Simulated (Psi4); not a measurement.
CH₃Cl, charge +1, doublet, at a GFN2-xTB geometry (a state made from the parent by changing its charge; the spin is typed, not shown lowest), atoms displaced at random by about 0.02 Å a coordinate; B3LYP/STO-3G (Psi4 1.11).

The Psi4 input:
```
memory 2 GB

molecule mol {
1 2
C     0.015132    0.017626   -1.079010
Cl    0.005225   -0.038959    0.662477
H     0.000678    1.095317   -1.468687
H     0.911141   -0.399278   -1.480853
H    -0.884306   -0.474123   -1.487219
}

set {
  basis sto-3g
  reference uks
  g_convergence gau_loose
}

optimize('b3lyp')
print_variables()
```

The log (banner, timings and long lists left out):

```
gradient() will perform analytic gradient computation.

   => Loading Basis Set <=

    Name: STO-3G
    Role: ORBITAL
    Keyword: BASIS

         ---------------------------------------------------------
                                   SCF
               by Justin Turney, Rob Parrish, Andy Simmonett
                          and Daniel G. A. Smith
                              UKS Reference
         ---------------------------------------------------------

  ==> Geometry <==

    Molecular point group: c1
    Full point group: C1

    Geometry (in Angstrom), charge = 1, multiplicity = 2:

       Center              X                  Y                   Z               Mass
    ------------   -----------------  -----------------  -----------------  -----------------
         C            0.007290305828     0.036172586506    -1.193956914684    12.000000000000
         CL          -0.002616694172    -0.020412413494     0.547530085316    34.968852682000
         H           -0.007163694172     1.113863586506    -1.583633914684     1.007825032230
         H            0.903299305828    -0.380731413494    -1.595799914684     1.007825032230
         H           -0.892147694172    -0.455576413494    -1.602165914684     1.007825032230

  Running in c1 symmetry.

  Rotational constants: A =      5.25585  B =      0.45721  C =      0.45578 [cm^-1]
  Rotational constants: A = 157566.27583  B =  13706.81220  C =  13664.01856 [MHz]
  Nuclear repulsion =   51.839759338523876

  Charge       = 1
  Multiplicity = 2
  Electrons    = 25
  Nalpha       = 13
  Nbeta        = 12

  ==> Algorithm <==

  SCF Algorithm Type is DF.
  DIIS enabled.
  MOM disabled.
  Fractional occupation disabled.
  Guess Type is SAD.
  Energy threshold   = 1.00e-08
  Density threshold  = 1.00e-08
  Integral threshold = 1.00e-12

  ==> Primary Basis <==

  Basis Set: STO-3G
    Blend: STO-3G
    Number of shells: 11
    Number of basis functions: 17
    Number of Cartesian functions: 17
    Spherical Harmonics?: true
    Max angular momentum: 1

  ==> DFT Potential <==

   => LibXC <=

    Version 7.1.2
    S. Lehtola, C. Steigemann, M. J. T. Oliveira, and M. A. L. Marques,  SoftwareX 7, 1–5 (2018) (10.1016/j.softx.2017.11.002)

   => Composite Functional: B3LYP <=

    B3LYP Hyb-GGA Exchange-Correlation Functional

    P. J. Stephens, F. J. Devlin, C. F. Chabalowski, and M. J. Frisch,  J. Phys. Chem. 98, 11623 (1994) (10.1021/j100096a001)

    Deriv               =              1
    GGA                 =           TRUE
    Meta                =          FALSE

    Exchange Hybrid     =           TRUE
    MP2 Hybrid          =          FALSE

   => Exchange Functionals <=

    0.0800   Slater exchange
    0.7200         Becke 88

   => Exact (HF) Exchange <=

    0.2000               HF

   => Correlation Functionals <=

    0.1900   Vosko, Wilk & Nusair (VWN5_RPA)
    0.8100   Lee, Yang & Parr

   => LibXC Density Thresholds  <==

    XC_HYB_GGA_XC_B3LYP:  1.00E-15

   => Molecular Quadrature <=

    Radial Scheme          =       TREUTLER
    Pruning Scheme         =           NONE
    Nuclear Scheme         =       TREUTLER

    Blocking Scheme        =         OCTREE
    BS radius alpha        =              1
    Pruning alpha          =              1
    Radial Points          =             75
    Spherical Points       =            302
    Total Points           =         106495
    Total Blocks           =            878
    Max Points             =            255
    Max Functions          =             17
    Weights Tolerance      =       1.00E-15

   => Loading Basis Set <=

    Name: (STO-3G AUX)
    Role: JKFIT
    Keyword: DF_BASIS_SCF

  ==> Integral Setup <==

  SCF_SUBTYPE=INCORE selected. In-core MEM_DF algorithm will be used.
  Using in-core AOs.

  ==> MemDFJK: Density-Fitted J/K Matrices <==

    J tasked:                   Yes
    K tasked:                   Yes
    wK tasked:                   No
    Algorithm:                 Core
    Schwarz Cutoff:           1E-12
    Mask sparsity (%):       0.6920
    Fitting Condition:        1E-10

   => Auxiliary Basis Set <=

  Basis Set: (STO-3G AUX)
    Blend: DEF2-UNIVERSAL-JKFIT
    Number of shells: 81
    Number of basis functions: 257
    Number of Cartesian functions: 304
    Spherical Harmonics?: true
    Max angular momentum: 4

  Minimum eigenvalue in the overlap matrix is 2.3775161820E-01.
  Reciprocal condition number of the overlap matrix is 1.0718296728E-01.
    Using symmetric orthogonalization.

  ==> Pre-Iterations <==

  SCF Guess: Superposition of Atomic Densities via on-the-fly atomic UHF (no occupation information).

   -------------------------
    Irrep   Nso     Nmo
   -------------------------
     A         17      17
   -------------------------
    Total      17      17
   -------------------------

  ==> Iterations <==

                           Total Energy        Delta E     RMS |[F,P]|

   @DF-UKS iter SAD:  -493.79978250167460   -4.93800e+02   0.00000e+00
   @DF-UKS iter   1:  -494.18422073260149   -3.84438e-01   1.38729e-02 ADIIS/DIIS
   @DF-UKS iter   2:  -494.17720908346638    7.01165e-03   1.53302e-02 ADIIS/DIIS
   @DF-UKS iter   3:  -494.22178545590873   -4.45764e-02   1.45757e-03 ADIIS/DIIS
   @DF-UKS iter   4:  -494.22260463543125   -8.19180e-04   5.56580e-04 ADIIS/DIIS
   @DF-UKS iter   5:  -494.22269460957295   -8.99741e-05   8.39749e-05 DIIS
   @DF-UKS iter   6:  -494.22269719562416   -2.58605e-06   1.50769e-05 DIIS
   @DF-UKS iter   7:  -494.22269737486323   -1.79239e-07   3.76647e-06 DIIS
   @DF-UKS iter   8:  -494.22269745700089   -8.21377e-08   3.04259e-06 DIIS
   @DF-UKS iter   9:  -494.22269755085330   -9.38524e-08   2.69746e-06 DIIS
   @DF-UKS iter  10:  -494.22269787763889   -3.26786e-07   1.10514e-06 DIIS
   @DF-UKS iter  11:  -494.22269792852586   -5.08870e-08   2.15812e-07 DIIS
   @DF-UKS iter  12:  -494.22269792860743   -8.15703e-11   3.59197e-08 DIIS
[...]
  @DF-UKS Final Energy:  -494.22269792861914
    Total Energy =                       -494.2226979286191408
  @DF-UKS Final Energy:  -494.23060106039549
    Total Energy =                       -494.2306010603954860
  @DF-UKS Final Energy:  -494.23286777748331
    Total Energy =                       -494.2328677774833068
  @DF-UKS Final Energy:  -494.23447915095903
    Total Energy =                       -494.2344791509590323
  @DF-UKS Final Energy:  -494.23468252305076
    Total Energy =                       -494.2346825230507079
  @DF-UKS Final Energy:  -494.23471888645787
    Total Energy =                       -494.2347188864578129
[...]

    			-----------------------------------------

	                            ===> Fragment 1 <==

	 Z (Atomic Numbers)          Masses                          Geom
	       6.000000            12.000000          0.00594206  0.02600488 -2.48366881
	      17.000000            34.968853         -0.00265706 -0.01829884  1.11179814
	       1.000000             1.007825         -0.04333804  2.12035485 -2.88711585
	       1.000000             1.007825          1.83637503 -0.85033350 -3.05190501
	       1.000000             1.007825         -1.77159509 -0.94473593 -3.06480356

	 - Coordinate -           - BOHR/RAD -       - ANG/DEG -
	 R(1,2)           =         3.595750           1.902789
	 R(1,3)           =         2.133424           1.128960
	 R(1,4)           =         2.107450           1.115215
	 R(1,5)           =         2.107058           1.115007
	 B(2,1,3)         =         1.773311         101.603225
	 B(2,1,4)         =         1.840623         105.459936
	 B(2,1,5)         =         1.842204         105.550536
	 B(3,1,4)         =         1.957660         112.165669
	 B(3,1,5)         =         1.961271         112.372574
	 B(4,1,5)         =         2.056442         117.825445
	 O(2,1,3,4)       =        -1.136316         -65.106131
	 O(2,1,3,5)       =         1.133482          64.943754
	 O(2,1,4,5)       =        -1.026600         -58.819842
	 O(3,1,2,4)       =         1.058434          60.643811
	 O(3,1,2,5)       =        -1.054259         -60.404567
	 O(3,1,4,5)       =         0.746711          42.783373
	 O(4,1,2,3)       =        -1.030542         -59.045698
	 O(4,1,2,5)       =         0.903292          51.754842
	 O(4,1,3,5)       =        -0.707041         -40.510489
	 O(5,1,2,3)       =         1.025900          58.779735
	 O(5,1,2,4)       =        -0.902736         -51.722972
	 O(5,1,3,4)       =         0.705780          40.438191

	        --- Internal Coordinate Step in ANG or DEG, aJ/ANG or AJ/DEG ---
	-------------------------------------------------------------------------------
	           Coordinate      Previous         Force          Change          New
	           ----------      --------        ------          ------        ------
	               R(1,2)       1.90279        0.00616        0.00320       1.90598
	               R(1,3)       1.12896       -0.00149       -0.00066       1.12830
	               R(1,4)       1.11521        0.00116        0.00029       1.11550
	               R(1,5)       1.11501        0.00031        0.00006       1.11507
	             B(2,1,3)     101.60322        0.00001        0.12234     101.72557
	             B(2,1,4)     105.45994       -0.00000       -0.21304     105.24689
	             B(2,1,5)     105.55054       -0.00000       -0.22066     105.32988
	             B(3,1,4)     112.16567        0.00001        0.22295     112.38862
	             B(3,1,5)     112.37257        0.00000        0.19682     112.56939
	             B(4,1,5)     117.82545       -0.00001       -0.14739     117.67806
	           O(2,1,3,4)     -65.10613        0.00000       -0.02754     -65.13368
	           O(2,1,3,5)      64.94375       -0.00000        0.04401      64.98776
	           O(2,1,4,5)     -58.81984       -0.00001       -0.54449     -59.36433
	           O(3,1,2,4)      60.64381       -0.00001       -0.24247      60.40134
	           O(3,1,2,5)     -60.40457        0.00001        0.21352     -60.19105
	           O(3,1,4,5)      42.78337       -0.00001       -0.42214      42.36123
	           O(4,1,2,3)     -59.04570        0.00001        0.08872     -58.95698
	           O(4,1,2,5)      51.75484        0.00002        0.43807      52.19291
	           O(4,1,3,5)     -40.51049       -0.00000        0.25564     -40.25485
	           O(5,1,2,3)      58.77973       -0.00000       -0.05866      58.72107
	           O(5,1,2,4)     -51.72297       -0.00002       -0.44072     -52.16369
	           O(5,1,3,4)      40.43819        0.00000       -0.24661      40.19158
	-------------------------------------------------------------------------------

	                                 ==> Convergence Check <==

	Measures of convergence in internal coordinates in au.

	Criteria marked as inactive (o), active & met (*), and active & unmet ( ).

	----------------------------------------------------------------------------------------------
	   Step    Total Energy     Delta E     Max Force     RMS Force      Max Disp      RMS Disp
	----------------------------------------------------------------------------------------------
	  Convergence Criteria              o    2.50e-03 *    1.70e-03 *    1.00e-02 *    6.70e-03 *
	----------------------------------------------------------------------------------------------
	     6    -494.23471889   -3.64e-05 o    7.48e-04 *    1.93e-04 *    9.50e-03 *    4.48e-03 *  ~
	----------------------------------------------------------------------------------------------

Next Geometry in Ang
	Fragment 1 (Ang)

	    C   0.0031276428   0.0160469361  -1.3161225192
	   Cl  -0.0014137016  -0.0114450309   0.5896578388
	    H  -0.0231251088   1.1236661848  -1.5295286817
	    H   0.9712870602  -0.4511986143  -1.6139408121
	    H  -0.9367909826  -0.5008579840  -1.6206472105

    Final optimized geometry and variables:
    Molecular point group: c1
    Full point group: C1

    Geometry (in Angstrom), charge = 1, multiplicity = 2:

    C            0.003144404517     0.013761188367    -1.314300930629
    CL          -0.001406057113    -0.009683327197     0.588338237488
    H           -0.022933504147     1.122043463226    -1.527795914135
    H            0.971767814184    -0.449977108104    -1.614998580500
    H           -0.937487747404    -0.499932724489    -1.621824196890

  Variable Map:
  ----------------------------------------------------------------------------
[...]
  Array Variable Map:
  ----------------------------------------------------------------------------
[...]
Optimizer: Optimization complete!
```
